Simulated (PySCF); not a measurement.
Species: C6H10OSi2.
Z-matrix (Å and degrees, PBE0-D3(BJ)/def2-SVP geometry), rows numbered from 1:
```
O 
Si  1  1.6675
C   2  1.8680  1  105.25
C   3  1.4020  2  121.21  1  -176.31
C   4  1.3920  3  120.82  2  -179.36
C   5  1.4037  4  120.89  3    -0.10
Si  6  1.8791  5  120.88  4  -178.66
C   6  1.4023  5  118.13  4     0.09
C   8  1.3937  6  121.08  5    -0.07
H   1  0.9604  2  117.78  3   179.64
H   2  1.4984  1  111.30  3   120.16
H   2  1.4980  1  111.70  3  -120.18
H   4  1.0951  3  120.26  2     0.53
H   5  1.0944  4  119.06  3   179.64
H   7  1.4944  6  109.68  5  -155.09
H   7  1.4948  6  109.98  5   -34.43
H   7  1.4966  6  111.21  5    85.17
H   8  1.0942  6  119.93  5   179.64
H   9  1.0933  3  119.36  2    -0.57
```

All values: PBE0/pcSseg-1 (PySCF, non-relativistic), on one gas-phase PBE0-D3(BJ)/def2-SVP geometry that isn't relaxed in the solvent. The solvent is an IEF-PCM continuum (Bondi radii, 1.10 Å for H, scaled by 1.2). The model holds no explicit solvent molecules, cavitation or dispersion.

| run | E − E(gas) (kJ/mol) | HOMO (eV) | HOMO–LUMO gap (eV) | dipole (D) |
| --- | --- | --- | --- | --- |
| gas | 0.00 | -7.40 | 6.40 | 1.61 |
| P | -9.90 | -7.39 | 6.40 | 1.72 |
| Q | -23.21 | -7.45 | 6.41 | 1.87 |

Task: The runs were made in benzene and dimethylsulfoxide. Which run belongs to which solvent?

Result: P = benzene, Q = dimethylsulfoxide. The dielectric constants are 2.271 (benzene), 46.83 (dimethylsulfoxide), and the energy falls further as ε rises. In this model the ground state sees the solvent through ε alone.

Task: How constant is the ratio of the lowering to (ε − 1)/(2ε + 1)?

Result: 
```csv
solvent,(ε − 1)/(2ε + 1),E − E(gas) (kJ/mol),ratio (kJ/mol),polarisation term (kJ/mol)
benzene,0.229,-9.90,-43.2,-10.33
dimethylsulfoxide,0.484,-23.21,-47.9,-25.78
```

The ratio changes by +11.0 % in size from benzene to dimethylsulfoxide. The polarisation term is half the interaction of the solute with the induced surface charges.
